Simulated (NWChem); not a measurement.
System: CH$_{3}$F$_{2}$NSi$_{2}$; SMILES F[Si]1(F)C=N[SiH2]1

NWChem input:

```
start job
memory heap 200 mb stack 900 mb global 1100 mb
geometry units angstroms noautoz
  F     -0.163806    -1.670115    -1.283015
  Si    -0.022120    -0.693336     0.000000
  F     -0.163806    -1.670115     1.283015
  C      1.472667     0.489958     0.000000
  N      0.968055     1.671943     0.000000
  Si    -0.834088     1.493011     0.000000
  H      2.569368     0.348419     0.000000
  H     -1.457837     2.080407     1.219864
  H     -1.457837     2.080407    -1.219864
end
basis spherical
  F library def2-svpd
  Si library def2-svpd
  C library def2-svpd
  N library def2-svpd
  H library def2-svpd
end
dft
  xc pbe0
  iterations 150
  mulliken
end
task dft energy
```

Structure relaxed at the PBE0/def2-SVP level.

**Question.** What results follow from this input? (PBE0/def2-SVPD.) Quantities: basis functions; energy (Ha); highest occupied level (eV); orbital gap (eV); dipole (D).

**Answer.** 
```
Item                           Value
---------------------------  -------
number of basis functions        158
energy (Ha)                  -872.49
highest occupied level (eV)    -7.57
orbital gap (eV)                5.67
dipole (D)                      0.94
```
